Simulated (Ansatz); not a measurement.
Input for Ansatz (a quantum-chemistry and plane-wave program): R-CCSD(T)/def2-TZVPPD on FHPb (SMILES [F][PbH]), atoms moved off the minimum. Elements past Kr take the def2 small-core potentials; no spin–orbit coupling. Files ending in .json are basis or fitting sets from the Basis Set Exchange. The run froze 10 orbitals, filled d shells among them.

Ansatz 0.2 input:
```yaml
crystal:
  periodic: [false, false, false]
  atoms:
    - {symbol: Pb, position_ang: [-0.07988330, -0.13425775, 0.23031385]}
    - {symbol: H, position_ang: [-1.10040307, -1.07810127, -1.04677003]}
    - {symbol: F, position_ang: [0.70614223, 1.24337727, -1.31139248]}
basis:
  gaussian:
    orbitals: def2-TZVPPD.json
magnetization: {spin_polarized: false}
correlation: {method: ccsd_t, electrons: outside_noble_gas}
scf: {lower_state_search: off}
output: {forces: true}
```

Program output:

```
WARN ansatz: RAYON_NUM_THREADS=1 ignored (pool sized by the plan → 1); use --threads N
Functional definition: HF
these checks for a lower state are left out or cut short: starts, cluster_reference, orbital_swaps, neighbouring_geometries, increment
integrals: 0.15 GiB planned
894 factors; integrals over basis functions are off by at most 6.3e-4 eV
mean field: 0.23 GiB planned
mean field evaluation 1: about -7940.2974 eV, gradient 3.7e1 eV
mean field evaluation 2: about -7940.2977 eV, gradient 3.7e1 eV
mean field evaluation 4: about -7942.9441 eV, gradient 2.0e0 eV
mean field evaluation 8: about -7942.9698 eV, gradient 7.6e-4 eV
mean field -7942.96975500 eV, -291.8987545579 hartree, gradient 2.0e-6 eV, S^2 0.000000; 0 other end points of the search recorded, 0 dependent functions left out
10 core orbitals not correlated, not the lowest: weight in the atoms' cores, before any rotation towards them, 0.982 or more for the frozen orbitals, at most 0.019 for the correlated occupied ones
reference -7942.96975500 eV, -291.8987545579 hartree; 6, 6 occupied and 97, 97 virtual orbitals, 894 factors
densities: 0.63 GiB planned
second order -9.41460521 eV of doubles, -0.00000000 eV of singles
coupled cluster: 0.41 GiB planned
cycle   1  -9.27392794 eV  change    1.4e-1 eV  update   1.1e-1
cycle   2  -9.55900887 eV  change   -2.9e-1 eV  update   4.9e-2
cycle   3  -9.67134917 eV  change   -1.1e-1 eV  update   2.4e-2
cycle   4  -9.66709033 eV  change    4.3e-3 eV  update   7.3e-3
cycle   5  -9.66028438 eV  change    6.8e-3 eV  update   3.8e-3
cycle   6  -9.66199348 eV  change   -1.7e-3 eV  update   1.5e-3
cycle   7  -9.66247732 eV  change   -4.8e-4 eV  update   6.6e-4
cycle   8  -9.66213871 eV  change    3.4e-4 eV  update   2.9e-4
cycle   9  -9.66209579 eV  change    4.3e-5 eV  update   9.9e-5
cycle  10  -9.66221047 eV  change   -1.1e-4 eV  update   4.7e-5
cycle  11  -9.66215547 eV  change    5.5e-5 eV  update   2.0e-5
cycle  12  -9.66214137 eV  change    1.4e-5 eV  update   8.5e-6
cycle  13  -9.66214852 eV  change   -7.1e-6 eV  update   3.6e-6
perturbative correction -0.32635948 eV, -0.0119934898 hartree
the calculation of the forces begins
Total energy: -7952.95826300 eV, -292.2658254566 hartree
Atom 0 at    -0.079883    -0.134258     0.230314 Å, force     0.506985     0.990522    -1.390080 eV/Å
Atom 1 at    -1.100403    -1.078101    -1.046770 Å, force     0.096100     0.079134     0.158085 eV/Å
Atom 2 at     0.706142     1.243377    -1.311392 Å, force    -0.603085    -1.069656     1.231995 eV/Å
Dipole moment:    -0.234517    -0.507641     0.834950 e Å
Checks for a lower state left out: starts, cluster_reference, orbital_swaps, neighbouring_geometries, increment
```

The calculation finished and met its thresholds.

Cost: roughly 40 core-seconds.
